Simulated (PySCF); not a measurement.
**Basis and Hamiltonian dependence of the electron affinity of Mo**

Mo⁻ [Kr] 4d5 5s2 (6S) → Mo [Kr] 4d5 5s1 (7S). Calculated with PySCF 2.14 from differences of total energies of unrestricted determinants, without spin-orbit coupling. Values in eV.

| basis | Hamiltonian | functions | UHF | LDA | PBE0 | MP2 (valence) | CCSD(T) (valence) | CCSD(T) (valence and next inner shell) |
| --- | --- | --- | --- | --- | --- | --- | --- | --- |
| aug-cc-pVDZ-PP with ECP28MDF | ECP | 54 | -0.312 | 0.819 | 0.343 | 0.158 | 0.577 | n/a |
| def2-TZVPPD with the def2 core potential (28 electrons) | ECP | 56 | -0.826 | 0.595 | 0.124 | 0.075 | 0.392 | 0.424 |
| ANO-RCC-VTZP | spin-free X2C | 68 | -0.532 | 0.744 | 0.273 | 0.187 | 0.522 | 0.540 |
| aug-cc-pwCVDZ-PP with ECP28MDF | ECP | 70 | -0.310 | 0.823 | 0.350 | 0.172 | 0.597 | 0.632 |
| def2-QZVPPD with the def2 core potential (28 electrons) | ECP | 81 | -0.553 | 0.770 | 0.285 | 0.229 | 0.589 | 0.620 |
| aug-cc-pVTZ-PP with ECP28MDF | ECP | 88 | -0.275 | 0.824 | 0.353 | 0.185 | 0.650 | n/a |
| x2c-TZVPPall with one added diffuse shell each of s, p, d, f type | spin-free X2C | 95 | -0.346 | 0.809 | 0.338 | 0.197 | 0.626 | n/a |
| aug-cc-pVTZ-DK | spin-free X2C | 102 | -0.275 | 0.819 | 0.352 | 0.176 | 0.664 | n/a |
| aug-cc-pwCVTZ-PP with ECP28MDF | ECP | 122 | -0.269 | 0.826 | 0.356 | 0.172 | n/a | n/a |

Estimate the row for aug-cc-pwCVTZ-DK with one added diffuse shell each of s, p, d, f, g type (spin-free X2C, 161 functions).

From the rows with the same Hamiltonian and similar size; the calculation gives UHF -0.13; MP2 (valence) 0.07; CCSD(T) (valence) 0.69 (eV).

Frozen in the all-electron rows: valence: [Kr]; valence and next inner shell: [Ar] 3d10; with a core potential, the same shells as far as they lie outside it.

At UHF, def2-TZVPPD with the def2 core potential (28 electrons) lies more than 0.3 eV from the median of the rows with comparable relativity.

In most of these bases the highest occupied level of the anion is positive at UHF, LDA, PBE0, so the basis helps to hold the electron.

Reference for a calculation without spin-orbit coupling: 0.747 eV (measured; photodetachment measurements, as compiled on the Wikipedia data page of electron affinities).
